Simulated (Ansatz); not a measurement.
Consider the homolysis of the O–Si bond: `N[Si](O)(Cl)Cl` → `[OH]`• + `N[Si](Cl)Cl`•.

Isolated molecules relaxed with PBE0-D4/def2-TZVP in Ansatz; ΔE leaves out vibrations. CCSD(T)/CBS adds triple-zeta CCSD(T) − MP2 to the extrapolated MP2 energy (def2 sets, frozen cores). This one scheme is used for every species. Functionals use def2-TZVPP. B3LYP here is the variant with VWN-RPA as its local correlation; programs differ in this. Open shells (•) are unrestricted, without spin–orbit coupling. Each species was taken in one conformer, which may not be the lowest.

Question: What is ΔE at CCSD(T)/CBS? (Best estimate.)

Answer: Computed: +569.5 kJ/mol.

Question: What do these levels give: B2PLYP, B3LYP, HF/def2-TZVPP, HF/def2-QZVPP, SCS-MP2/def2-QZVPP, MP2/CBS(def2)? (Estimate.)

Answer: Ansatz gave: B2PLYP 547.1, B3LYP 526.7, HF/def2-TZVPP 425.9, HF/def2-QZVPP 426.1, SCS-MP2/def2-QZVPP 582.4, MP2/CBS(def2) 601.5 kJ/mol.

Largest T1 diagnostic among the species: 0.013.

The D4 term adds +10.1 kJ/mol with B3LYP and +5.3 kJ/mol with PBE0; it sums over pairs of atoms, weighted by their polarisabilities, and B3LYP, whose exchange is more repulsive, gets the larger term. In def2-TZVPP, CCSD(T) changes the Hartree–Fock value by +129.3 kJ/mol (the triples alone add +8.6 kJ/mol) and MP2 by +161.3 kJ/mol; breaking electron pairs costs correlation energy, which Hartree–Fock lacks.
